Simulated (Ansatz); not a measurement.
One change: `C=CN[SiH2]Cl` becomes `C=CN[SiH2]C`.

Ansatz, PBE0-D4/def2-TZVP geometries, multiplicity 1. Each molecule was computed in one conformer, which needn't be the lowest.

```json
{"property": "LUMO energy (ωB97M-V/def2-TZVPP) / eV", "`C=CN[SiH2]Cl`": "2.06"}
{"property": "HOMO energy (ωB97M-V/def2-TZVPP) / eV", "`C=CN[SiH2]Cl`": "-8.70"}
{"property": "size of the dipole moment (B3LYP/def2-TZVPP) / D", "`C=CN[SiH2]Cl`": "1.39"}
{"property": "LUMO energy (B3LYP/def2-TZVPP) / eV", "`C=CN[SiH2]Cl`": "0.04"}
{"property": "HOMO energy (B3LYP/def2-TZVPP) / eV", "`C=CN[SiH2]Cl`": "-6.29"}
{"property": "HOMO–LUMO gap (PBE0/def2-TZVPP) / eV", "`C=CN[SiH2]Cl`": "6.77"}
```

**Question.** Give the same properties after the change, and the shifts. (Estimate.)

**Answer.** The calculation gave: 
```json
{"property": "LUMO energy (ωB97M-V/def2-TZVPP) / eV", "`C=CN[SiH2]C`": "2.25", "shift": "0.19"}
{"property": "HOMO energy (ωB97M-V/def2-TZVPP) / eV", "`C=CN[SiH2]C`": "-8.20", "shift": "0.50"}
{"property": "size of the dipole moment (B3LYP/def2-TZVPP) / D", "`C=CN[SiH2]C`": "1.58", "shift": "0.19"}
{"property": "LUMO energy (B3LYP/def2-TZVPP) / eV", "`C=CN[SiH2]C`": "0.48", "shift": "0.44"}
{"property": "HOMO energy (B3LYP/def2-TZVPP) / eV", "`C=CN[SiH2]C`": "-5.80", "shift": "0.49"}
{"property": "HOMO–LUMO gap (PBE0/def2-TZVPP) / eV", "`C=CN[SiH2]C`": "6.74", "shift": "-0.03"}
```

Dipoles are sizes alone; their direction can turn.

B3LYP here is the variant with VWN-RPA as its local correlation; programs differ in this.
